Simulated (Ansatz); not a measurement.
Born–Oppenheimer molecular dynamics of CH7BOS (11 atoms, charge 0, multiplicity 1). It starts at the highest image of a converged band, a first-order saddle point between two minima.

Theory: RKS PBE-D4/6-31G* (Ansatz).

| Quantity | Value |
| --- | --- |
| ensemble | NVE (velocity Verlet) |
| time step | 0.5 fs |
| steps asked | 200 |
| starting velocities drawn for | 100 K |
| seed | 2637 |

First frame:

```xyz
11
Properties=species:S:1:pos:R:3
B -0.051 0.272 0.209
O -0.115 -0.191 1.688
H -1.014 -0.549 1.855
H 1.054 0.100 -0.243
C -1.348 -0.063 -0.645
H -1.415 -1.156 -0.811
H -2.296 0.253 -0.168
H -1.313 0.406 -1.643
S -0.110 2.330 0.796
H 1.228 2.471 0.987
H -0.204 1.155 1.837
```

Q: How far do the bonds stretch over the last three quarters of this one trajectory? (Pairs bonded in most of those frames.)

A: 
```
  bond  mean (Å)  spread (Å)  shortest  longest
 B1–H4     1.204       0.010      1.19     1.22
 B1–C5     1.590       0.030      1.54     1.64
 B1–S9     1.849       0.068      1.73     1.95
 O2–H3     0.983       0.023      0.93     1.03
O2–H11     0.991       0.043      0.92     1.06
 C5–H6     1.105       0.006      1.09     1.12
 C5–H7     1.108       0.003      1.10     1.12
 C5–H8     1.108       0.006      1.10     1.12
S9–H10     1.361       0.018      1.33     1.39
```

Pairs bonded in part of these frames only: B1–O2 9 %.

Mean temperature of the second half: 215 K. The conserved energy stayed within 0.17 meV per atom of its start (net change -0.039 meV per atom), so the integration is sound. The kinetic energy rose, since the run started high on the potential surface and went downhill. It ends in pieces (CH5BS + H2O), so much of that is their flight and rotation, not heat. A run of 0.1 ps of so small a system gives no equilibrium averages. The orbitals stay closed-shell, which can raise the energy where a bond breaks towards radicals; this wasn't checked here.

Run time: 8.7 min on 1 thread of Arm Neoverse V1 (shared host), peak memory 0.11 GiB.
